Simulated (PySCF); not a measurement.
Mg(F)(NH2) (FH2MgN), SMILES [F][Mg][NH2]. Atoms are numbered in the order given.

```xyz
5

Mg     0.0000     0.0000    -0.0763
F      0.0000     0.0000    -1.8388
N      0.0000     0.0000     1.8070
H      0.0000    -0.8139     2.4079
H      0.0000     0.8139     2.4079
```
Charge 0, spin multiplicity 1.

Coordinates come from a TPSSh-D3(BJ)/def2-TZVP optimisation. Other conformers were not sampled.

Calculation: PySCF with PBE/def2-TZVPD.

Mulliken values depend strongly on the basis, most of all with diffuse functions as here. ESP charges are fitted to the potential on shells at 1.4 to 2.0 van der Waals radii. Atomic charges (e):

```json
[
 {"atom": "Mg1", "Mulliken": "0.82", "ESP fit": "1.36"},
 {"atom": "F2", "Mulliken": "-0.63", "ESP fit": "-0.67"},
 {"atom": "N3", "Mulliken": "-0.40", "ESP fit": "-1.66"},
 {"atom": "H4", "Mulliken": "0.11", "ESP fit": "0.48"},
 {"atom": "H5", "Mulliken": "0.11", "ESP fit": "0.48"}
]
```
